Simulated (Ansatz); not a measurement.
Consider the substitution at a C–Ge bond: `F[CH2][GeH]([F])[SiH3]` + `O=CCO` → `O=CCOCF` + `[F][GeH2][SiH3]`.

Isolated molecules relaxed with PBE0-D4/def2-TZVP in Ansatz; ΔE leaves out vibrations. CBS: MP2 limit from def2 TZ/QZ plus the TZ coupled-cluster correction, frozen cores. Functionals use def2-TZVPP. B3LYP here is the variant with VWN-RPA as its local correlation; programs differ in this. For Ge outer-core shells are correlated without core-valence functions, which leaves a few kJ/mol of doubt a bond. Scalar relativity is left out up to krypton. One conformer a species, not always the lowest.

(1) Is it downhill or uphill in electronic energy at CCSD(T)/CBS, and by how much? (Estimate.)

(2) What do these levels give: PBE-D4, r2SCAN-D4, B3LYP-D4, ωB97X-V, B2PLYP, PBE, PBE0, B3LYP, HF/def2-TZVPP, SCS-MP2/def2-TZVPP, CCSD(T)/def2-TZVPP, HF/CBS(def2)? (Estimate.)

Largest T1 diagnostic among the species: 0.014.

Answers

(1) Ansatz gave: Uphill: ΔE = +25.3 kJ/mol.

(2) Ansatz gave: PBE-D4 26.4, r2SCAN-D4 21.2, B3LYP-D4 21.7, ωB97X-V 17.8, B2PLYP 21.2, PBE 26.1, PBE0 23.5, B3LYP 21.0, HF/def2-TZVPP 6.2, SCS-MP2/def2-TZVPP 20.6, CCSD(T)/def2-TZVPP 21.2, HF/CBS(def2) 5.4 kJ/mol.

In def2-TZVPP, CCSD(T) changes the Hartree–Fock value by +15.0 kJ/mol (the triples alone add +0.8 kJ/mol) and MP2 by +18.9 kJ/mol.
